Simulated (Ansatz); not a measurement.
Isomers of Tl2H2⁻ (doublet), relaxed with r2SCAN-D4/def2-TZVPD; total energies from Ansatz at CCSD(T)/def2-TZVPPD.

```json
{"isomer": "A", "description": "point group not assigned; 4 × H–Tl 2.11 Å", "energy (Eh)": "-344.94262"}
{"isomer": "B", "description": "point group not assigned; 1 × Tl–Tl 2.90 Å; 2 × H–Tl 1.88 to 2.11 Å", "energy (Eh)": "-344.93062"}
```

In the def2 sets Tl takes a core potential; there is no spin–orbit coupling. Correlated methods freeze 8 core orbitals; core or outer-core shells of Tl are correlated, in sets that lack core-valence functions.

The isomers come from a short search, and lower ones may exist.

Work out the relative energies (1 Eh = 2625.5 kJ/mol) and the Boltzmann populations at 1200 K from electronic energies alone (R = 8.314 J/mol/K).

ΔE: A 0.0, B 31.5 kJ/mol. RT = 9.98 kJ/mol. Factors exp(−ΔE/RT): A 1, B 0.0426; sum 1.043. Populations: A 95.9 %, B 4.1 %. Zero-point energy, vibrational entropy and symmetry numbers are left out and can shift these; an error of 4 kJ/mol changes a ratio by a factor of 1.5. Over the other density-functional and correlated levels in def2 sets, the gap between A and B ranges from 30 to 31 kJ/mol.
